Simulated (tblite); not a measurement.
Compound: C5H12N2OSi.
Structure used (GFN2-xTB), in Å, numbered top down from 1:
```
atom  x, y, z in Å
C1    -0.854   -0.466    1.676
C2    -0.427   -0.038    0.272
C3    -1.455   -0.566   -0.738
O4    -1.470   -1.969   -0.828
C5    -0.439    1.500    0.215
C6     0.115    1.996   -1.013
N7     0.578    2.375   -1.989
Si8    1.312   -0.748   -0.130
N9     2.440    0.293    0.653
H10   -1.012   -1.541    1.694
H11   -0.091   -0.213    2.409
H12   -1.787    0.020    1.961
H13   -2.468   -0.291   -0.424
H14   -1.269   -0.116   -1.725
H15   -0.676   -2.264   -1.283
H16    0.152    1.900    1.044
H17   -1.464    1.876    0.313
H18    1.446   -0.877   -1.592
H19    1.492   -2.050    0.509
H20    2.493    1.255    0.354
H21    3.374   -0.060    0.778
```

All values are computed: GFN2-xTB (tblite) harmonic vibrations without scaling, gas phase. Against measured fundamentals such values can be off by several per cent, at times by over 20. Modes of hydrogen on silicon can be 10 to 20 % off. One conformer, not necessarily the lowest.

Harmonic wavenumbers (cm⁻¹): 47.2, 75.0, 92.8, 110.2, 163.0, 205.3, 239.2, 245.1, 248.8, 286.6, 329.3, 344.6, 367.1, 389.1, 458.5, 507.5, 576.5, 599.2, 607.5, 629.7, 737.7, 789.9, 837.5, 865.7, 902.5, 920.8, 955.0, 973.0, 1029.4, 1076.9, 1106.9, 1112.3, 1168.4, 1192.6, 1241.9, 1287.7, 1325.7, 1356.2, 1415.3, 1429.9, 1483.5, 1498.6, 1505.6, 1524.5, 2173.2, 2289.0, 2403.6, 2876.2, 2924.3, 2939.9, 2961.8, 2993.7, 3025.7, 3046.4, 3463.1, 3500.1, 3565.4.

A = 1517, B = 1185, C = 943.6 MHz; mass 144.072 u (most abundant isotopes); point group C1, symmetry number 1.

What is the zero-point energy?

Half the sum of the wavenumbers: 36211 cm⁻¹ = 103.53 kcal/mol.

Give the ideal-gas entropy at 273.15 K and 1 bar in the rigid-rotor, harmonic-oscillator model (classical rotation).

Translation 40.40, rotation 29.37, vibration 33.56: S = 103.3 cal/(mol K).

And Cp and H(273.15 K) − H(0)?

Cp = 43.71 cal/(mol K), of which vibrations give 35.76 (their classical limit is 57 R = 113.3); H(273.15 K) − H(0) = 7.16 kcal/mol without the zero-point energy, 4.99 from vibrations.

What must be added to the electronic energy to get the Gibbs energy at 273.15 K and 1 bar?

ZPE + [H(273.15 K) − H(0)] − T·S = 103.53 + 7.16 − 28.22 = 82.47 kcal/mol.

Blend soft modes into free rotors: weight 1/[1 + (100 cm⁻¹/ν̃)⁴] for the oscillator and the rest for a rotor with moment μB/(μ + B), μ = h/(8π²ν), B = 10⁻⁴⁴ kg m². What vibrational entropy results?

31.31 cal/(mol K) in place of 33.56, which changes −T·S at 273.15 K by +0.62 kcal/mol.

Which modes carry the vibrational entropy at 273.15 K?

47.2 cm⁻¹: 4.76; 75.0 cm⁻¹: 3.85; 92.8 cm⁻¹: 3.43; 110.2 cm⁻¹: 3.10; 163.0 cm⁻¹: 2.35; 205.3 cm⁻¹: 1.93 cal/(mol K); the other 51 give 14.16 together.

Hindered rotation and anharmonicity are outside this model. Other conformers, if any are populated, would add a mixing term that is left out. The structure is chiral; the term R ln 2 for an equal mix with its mirror image is left out.
